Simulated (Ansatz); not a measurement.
Isolated molecules relaxed with PBE0-D4/def2-TZVP in Ansatz; ΔE leaves out vibrations. CBS: MP2 limit from def2 TZ/QZ plus the TZ coupled-cluster correction, frozen cores. This one scheme is used for every species, atoms too. DFT in def2-TZVPP. B3LYP here is the variant with VWN-RPA as its local correlation; programs differ in this. Open shells (•) are unrestricted, without spin–orbit coupling. Spin–orbit coupling would lower the free atoms: a little for Cl, F, Si; clearly for Ge. Bonds to Ge are less sure, by a few kJ/mol each and by 10 to 20 or more in all where they break to atoms, as the def2 sets lack core-valence functions. Scalar relativity is left out up to krypton. Each species was taken in one conformer, which may not be the lowest.

`N[SiH](Cl)[GeH2][F]` → Cl• + F• + Ge• + 5 H• + N• + Si•  (atomization)

```csv
level,ΔE (kJ/mol)
B3LYP-D4,3172.6
ωB97M-V,3190.6
MP2/def2-TZVPP,3148.4
SCS-MP2/def2-QZVPP,3209.8
```

Question: What does CCSD(T)/CBS give? (An estimate is asked.)

Answer: Ansatz gave: +3201.7 kJ/mol. The listed levels differ from it by -29.1, -11.1, -53.3, 8.1 kJ/mol.

Largest T1 diagnostic among the species: 0.012.

In def2-TZVPP, CCSD(T) changes the Hartree–Fock value by +843.9 kJ/mol (the triples alone add +48.8 kJ/mol) and MP2 by +889.4 kJ/mol; breaking electron pairs costs correlation energy, which Hartree–Fock lacks. The D4 term adds +40.3 kJ/mol with B3LYP and +21.3 kJ/mol with PBE0; it sums over pairs of atoms, weighted by their polarisabilities, and B3LYP, whose exchange is more repulsive, gets the larger term. From PBE to PBE0 (25 % exact exchange), in def2-TZVPP and without D4, ΔE moves by −50.7 kJ/mol: exact exchange takes away binding that semilocal exchange gives to molecules.

For atomizations the MP2-based limit and the directly extrapolated one differ by several kJ/mol either way, and by 10 to 25 for some Ge, Se and Sn compounds, so smaller differences from it don't rank the levels.
